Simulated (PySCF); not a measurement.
## Sn⁴⁰⁺ (tin, charge +40): Hartree-Fock from Schrödinger to Dirac-Coulomb-Breit

Occupied: 1s1/2, 2s1/2, 2p1/2, 2p3/2. Hartree-Fock calculated with PySCF 2.14 in an even-tempered Gaussian basis (17 s from 6.2 bohr⁻², ratio 2.7; 12 p from 7.4 bohr⁻², ratio 2.7), Gaussian nucleus throughout. NR is non-relativistic, sf-X2C the spin-free one-electron X2C Hamiltonian, X2C adds the bare one-electron spin-orbit term, X2C-SNSO screens it by Boettger's factors, DC is four-component Dirac-Coulomb, and the Gaunt and Breit terms are added at first order (total energies over the DC spinors, levels after relaxing the spinors in that mean field). QED terms are absent. Levels marked empty are virtual spinors of this ion.

| Hamiltonian | E (hartree) | E − E(DC) (hartree) | CPU seconds |
| --- | --- | --- | --- |
| NR | -4576.8541 | 138.8447 | 0.32 |
| sf-X2C | -4713.1178 | 2.5809 | 0.11 |
| X2C | -4714.4530 | 1.2457 | 0.15 |
| X2C-SNSO | -4714.3451 | 1.3537 | 0.15 |
| DC | -4715.6988 | 0.0000 | 8.5 |
| DC+Gaunt | -4711.7229 | 3.9759 | 16 |
| DC+Breit | -4712.0703 | 3.6285 | 55 |

```json
{"level (eV)": "1s1/2", "NR": "-30886.7", "sf-X2C": "-31939.0", "X2C": "-31936.9", "X2C-SNSO": "-31937.1", "DC": "-31961.8", "DC+Gaunt": "-31896.0", "DC+Breit": "-31900.3"}
{"level (eV)": "2s1/2", "NR": "-6649.3", "sf-X2C": "-6937.7", "X2C": "-6937.2", "X2C-SNSO": "-6937.2", "DC": "-6940.2", "DC+Gaunt": "-6933.7", "DC+Breit": "-6934.1"}
{"level (eV)": "2p1/2", "NR": "-6398.7", "sf-X2C": "-6496.1", "X2C": "-6670.3", "X2C-SNSO": "-6662.8", "DC": "-6664.2", "DC+Gaunt": "-6652.6", "DC+Breit": "-6653.9"}
{"level (eV)": "2p3/2", "NR": "-6398.7", "sf-X2C": "-6496.1", "X2C": "-6417.4", "X2C-SNSO": "-6420.5", "DC": "-6422.6", "DC+Gaunt": "-6414.5", "DC+Breit": "-6415.7"}
{"level (eV)": "3s1/2 (empty)", "NR": "-2671.5", "sf-X2C": "-2759.9", "X2C": "-2759.8", "X2C-SNSO": "-2759.8", "DC": "-2760.5", "DC+Gaunt": "-2758.8", "DC+Breit": "-2759.0"}
{"level (eV)": "3p1/2 (empty)", "NR": "-2591.0", "sf-X2C": "-2629.5", "X2C": "-2673.6", "X2C-SNSO": "-2671.7", "DC": "-2672.1", "DC+Gaunt": "-2669.1", "DC+Breit": "-2669.6"}
{"level (eV)": "3p3/2 (empty)", "NR": "-2591.0", "sf-X2C": "-2629.5", "X2C": "-2609.4", "X2C-SNSO": "-2610.2", "DC": "-2610.6", "DC+Gaunt": "-2608.6", "DC+Breit": "-2609.0"}
```

| interval (eV) | X2C | X2C-SNSO | DC | DC+Gaunt | DC+Breit |
| --- | --- | --- | --- | --- | --- |
| 2p3/2 − 2p1/2 | 252.9 | 242.3 | 241.6 | 238.2 | 238.2 |
| 3p3/2 − 3p1/2 | 64.21 | 61.53 | 61.44 | 60.53 | 60.53 |

Weight of the small component: 1s1/2 0.0338, 2s1/2 0.00745, 2p1/2 0.00738, 2p3/2 0.00708, 3s1/2 0.00285, 3p1/2 0.00280, 3p3/2 0.00272.

Koopmans' value for the highest occupied level at DC+Breit: 6415.7 eV, against an ionisation energy of 6421 ± 3 eV (semi-empirical (NIST evaluation); NIST Atomic Spectra Database, ionization energies); the former lacks relaxation, correlation, QED and recoil.

The whole ladder took 82 s of wall time on 1 thread of Intel(R) Xeon(R) Platinum 8488C (shared host), launched as `OMP_NUM_THREADS=1 python relrun2.py TASK.json OUT` (a driver that calls PySCF for each Hamiltonian).
